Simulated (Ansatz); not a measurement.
Species: HSe, SMILES `[SeH-]` (charge -1, multiplicity 1), formula HSe.

Question: How many basis functions does frozen-core CCSD(T)/aug-cc-pVTZ // B3LYP-D3(BJ)/def2-TZVPD run with Ansatz (a program for electronic structure) use, how many core orbitals are frozen, and how many electrons are correlated?

Answer: 82 basis functions and 9 frozen orbitals, which leaves 18 correlated electrons (filled d shells below the valence shell are correlated). Core time is of the order of seconds.
